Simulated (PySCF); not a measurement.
2-bromoprop-1-ene (C3H5Br), SMILES C=C(C)Br. Atoms are numbered in the order given.

```xyz
9

C      1.3467     1.5032     0.0000
C      0.1320     0.9478     0.0000
C     -1.1836     1.6622     0.0000
Br    -0.0256    -0.9632     0.0000
H      2.2619     0.9098     0.0000
H      1.4384     2.5932     0.0000
H     -1.7763     1.3892     0.8876
H     -1.0214     2.7505     0.0000
H     -1.7763     1.3892    -0.8876
```

Geometry: TPSSh-D3(BJ)/def2-SVP.

Two levels are set side by side: PBE/pcSseg-1 (PySCF) and KT2/pcSseg-1 (PySCF). GIAO shifts against TMS (¹H), TMS (¹³C) at the same level; non-relativistic, no solvent, atoms listed together averaged. Without spin–orbit terms, shifts of atoms bonded to Cl or Br come out too high at both levels. Differences are taken from unrounded values.

```tsv
quantity	KT2
δ(¹³C) of C1 (ppm)	117.4
δ(¹³C) of C2 (ppm)	147.1
δ(¹³C) of C3 (ppm)	34.4
```

Problem. What does PBE give, and how far is it from KT2? (An estimate is asked for; the answer gives what the named calculation found.)

Solution. 
```tsv
quantity	PBE	PBE minus KT2
δ(¹³C) of C1 (ppm)	124.0	6.6
δ(¹³C) of C2 (ppm)	156.7	9.6
δ(¹³C) of C3 (ppm)	34.4	0.1
```

Rough cost on one machine, each run with all the roots and properties that it gave: KT2 against PBE within a factor of 2.
